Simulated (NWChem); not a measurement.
Atomisation of ClGa

```xyz
2

Ga     0.0000     0.0000    -0.7912
Cl     0.0000     0.0000     1.4428
```
Charge 0, spin multiplicity 1.

All runs are NWChem calculations. All single points use one geometry, from PBE/def2-SVP, a minimum by its harmonic frequencies.

Basis set: def2-TZVP. The atomisation energy is electronic alone: no zero-point, thermal, spin-orbit or counterpoise terms. No value is extrapolated to the basis-set limit. Free atoms are single determinants with multiplicities Ga 2, Cl 2. Correlated methods freeze the same cores in atoms and molecule, 14 orbitals in all.

Costs are rough ratios of processor time within this set of runs, SCF included, with HF as 1. Costs are the molecule's.

The Hamiltonian is non-relativistic. B3LYP has NWChem's definition, with VWN1-RPA local correlation. GW and range-separated runs recompute their integrals, the others keep them in memory, which bears on the times. The structure started from a generated list of species. The stability of the SCF solutions was not checked. Open-shell Hartree-Fock references start from PBE0 orbitals; any time given for them includes that run. Coupled-cluster values serve here as a point of comparison, not as the truth.

| method | atomisation energy (kcal/mol) | relative cost |
|---|---|---|
| PBE | ___ | under 3 |
| MP2 | 114.0 | under 3 |
| B3LYP | 109.5 | under 3 |
| HF | ___ | 1 |
| BLYP | 109.9 | under 3 |
| CAM-B3LYP | 109.6 | 10 |
| CCSD(T) | 109.1 | 10 |
| BP86 | ___ | under 3 |
| PBE0 | 111.7 | under 3 |

Task: What belongs in the gaps?

Result: 
- PBE, atomisation energy (kcal/mol): 114.6
- HF, atomisation energy (kcal/mol): 83.7
- BP86, atomisation energy (kcal/mol): 113.6
